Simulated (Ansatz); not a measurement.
## Nudged elastic band run: Si₁₆Ge

input.yaml

```yaml
crystal:
  lattice:
    - [0.0, 5.43, 5.43]
    - [5.43, 0.0, 5.43]
    - [5.43, 5.43, 0.0]
  atoms:
    - { symbol: Si, position: [-0.00469439, 0.00467095, 0.0040087] }
    - { symbol: Si, position: [0.12709853, 0.12434231, 0.1238997] }
    - { symbol: Si, position: [-0.00473317, 0.00450641, 0.49530747] }
    - { symbol: Si, position: [0.12083583, 0.1366431, 0.62089937] }
    - { symbol: Si, position: [-0.00473624, 0.49570075, 0.00398789] }
    - { symbol: Si, position: [0.12070994, 0.62157682, 0.13578528] }
    - { symbol: Si, position: [-0.00063579, 0.50033437, 0.49944748] }
    - { symbol: Si, position: [0.12080006, 0.62120529, 0.62084782] }
    - { symbol: Si, position: [0.49980446, 8.906e-05, -0.00016606] }
    - { symbol: Si, position: [0.62393369, 0.12453913, 0.12398661] }
    - { symbol: Si, position: [0.50394514, 0.00467001, 0.49536021] }
    - { symbol: Si, position: [0.62385868, 0.12434756, 0.62712714] }
    - { symbol: Si, position: [0.50388042, 0.49596232, 0.00394377] }
    - { symbol: Si, position: [0.62389595, 0.62736586, 0.12394382] }
    - { symbol: Si, position: [0.50393217, 0.49570509, 0.4953101] }
    - { symbol: Si, position: [0.63570399, 0.62157781, 0.62077502] }
    - { symbol: Ge, position: [0.24935224, 0.75034225, 0.74943896] }
basis:
  ecutwfc: 420.0
kpoints:
  mp_grid: { grid: [2, 2, 2] }
hamiltonian:
  xc: pbesol
  pseudopotentials: { kind: paw, azcp: { folder: soft_1 } }
scf:
  occupations: { method: gaussian, width: 0.05 }
  lower_state_search: "off"
neb:
  images: 5
  f_tol: 0.05
  initial_path: idpp
  max_iterations: 55
  optimiser: lbfgs
  spring: 1.0
  final_atoms:
    - { symbol: Si, position: [0.00112716, -0.00271021, 0.00106291] }
    - { symbol: Si, position: [0.12103026, 0.12894864, 0.12095972] }
    - { symbol: Si, position: [-0.01063729, 0.00328724, 0.50398413] }
    - { symbol: Si, position: [0.12096106, 0.12909205, 0.62971552] }
    - { symbol: Si, position: [0.00113605, 0.50041224, 0.00107224] }
    - { symbol: Si, position: [0.12531337, 0.62466158, 0.12525577] }
    - { symbol: Si, position: [0.00117419, 0.50046226, 0.49778223] }
    - { symbol: Si, position: [0.12095584, 0.62009087, 0.62973114] }
    - { symbol: Si, position: [0.50404587, 0.00331743, -0.01074899] }
    - { symbol: Si, position: [0.62978438, 0.12909853, 0.12088824] }
    - { symbol: Si, position: [0.5039984, 0.00384737, 0.50395682] }
    - { symbol: Si, position: [0.62576917, 0.12416531, 0.62564212] }
    - { symbol: Si, position: [0.49783195, 0.50046673, 0.00111563] }
    - { symbol: Si, position: [0.62979694, 0.62009117, 0.120886] }
    - { symbol: Si, position: [0.50404026, 0.48798086, 0.50400932] }
    - { symbol: Si, position: [0.62978486, 0.62017756, 0.62972361] }
    - { symbol: Ge, position: [0.37591998, 0.8739651, 0.37578644] }
  order_check: true
```

Command:

```bash
$ ansatz run input.yaml --threads 1 --pin off --max-ram 3072MiB --backend cpu --events-out ev --progress --plain --runs-dir out
```

Output, in part (warnings, iteration lines):

```
NEB end point (image 0): max|allowed force component| = 2.772e-3 eV/Å (the criterion of neb.relax_end_points is 1.000e-2)
NEB end point (image 6): max|allowed force component| = 1.839e-2 eV/Å (the criterion of neb.relax_end_points is 1.000e-2)
NEB iter   1: max|band force component| = 2.720e0 eV/Å  barrier→ = 1.2186 eV  barrier← = 1.2185 eV  Δτ_max = 0.0492 Å  (61 SCF iters)
NEB iter   2: max|band force component| = 1.482e0 eV/Å  barrier→ = 0.9184 eV  barrier← = 0.9183 eV  Δτ_max = 0.0846 Å  (32 SCF iters)
NEB iter   3: max|band force component| = 5.284e-1 eV/Å  barrier→ = 0.6698 eV  barrier← = 0.6697 eV  Δτ_max = 0.0434 Å  (35 SCF iters)
NEB iter   4: max|band force component| = 3.331e-1 eV/Å  barrier→ = 0.6251 eV  barrier← = 0.6250 eV  CI = image 3  Δτ_max = 0.0062 Å  (35 SCF iters)
NEB iter   5: max|band force component| = 2.406e-1 eV/Å  barrier→ = 0.6127 eV  barrier← = 0.6126 eV  CI = image 3  Δτ_max = 0.0744 Å  (23 SCF iters)
NEB iter   6: max|band force component| = 5.499e-1 eV/Å  barrier→ = 0.5454 eV  barrier← = 0.5453 eV  CI = image 3  Δτ_max = 0.0102 Å  (33 SCF iters)
NEB iter   7: max|band force component| = 3.509e-1 eV/Å  barrier→ = 0.5290 eV  barrier← = 0.5289 eV  CI = image 3  Δτ_max = 0.0344 Å  (25 SCF iters)
NEB iter   8: max|band force component| = 2.194e-1 eV/Å  barrier→ = 0.4955 eV  barrier← = 0.4954 eV  CI = image 3  Δτ_max = 0.0389 Å  (31 SCF iters)
[... lines left out ...]
NEB iter  25: max|band force component| = 7.300e-2 eV/Å  barrier→ = 0.3489 eV  barrier← = 0.3488 eV  CI = image 3  Δτ_max = 0.0105 Å  (16 SCF iters)
NEB iter  26: max|band force component| = 4.714e-2 eV/Å  barrier→ = 0.3454 eV  barrier← = 0.3453 eV  CI = image 3  Δτ_max = 0.1596 Å  (25 SCF iters)
NEB iter  27: max|band force component| = 1.120e-1 eV/Å  barrier→ = 0.3238 eV  barrier← = 0.3237 eV  CI = image 3  Δτ_max = 0.0427 Å  (7 SCF iters)
```

The run converged. The band force fell under the threshold earlier too, but the program's further tests of the path sent the band on. By the program's own check the climbing image is of a kind that is not told: the force calls were inconclusive, a negative curvature could not be distinguished from the path's own, the only one lies far off the path, or fixed occupations may fill a level only in part (lowest curvatures found: 0.17 and 0.33 eV/Å²). Limits of this set-up: coarse k mesh, PAW files made for another functional.

Final band (atoms are numbered from 1 in the order of the input):

```
image  path coordinate (Å)  energy (eV)  Si6–Ge17 (Å)  Si9–Ge17 (Å)
    0                 0.00         0.00          2.42          4.70
    1                 0.59         0.12          2.47          4.22
    2                 1.17         0.30          2.63          3.72
    3                 1.76         0.32          3.05          3.06
    4                 2.35         0.30          3.71          2.63
    5                 2.94         0.12          4.22          2.47
    6                 3.52         0.00          4.70          2.42
```

The run took 18 min on 1 thread of Intel(R) Xeon(R) Platinum 8259CL CPU @ 2.50GHz (Skylake/Cascade Lake), on a shared host, peak memory 0.98 GiB.
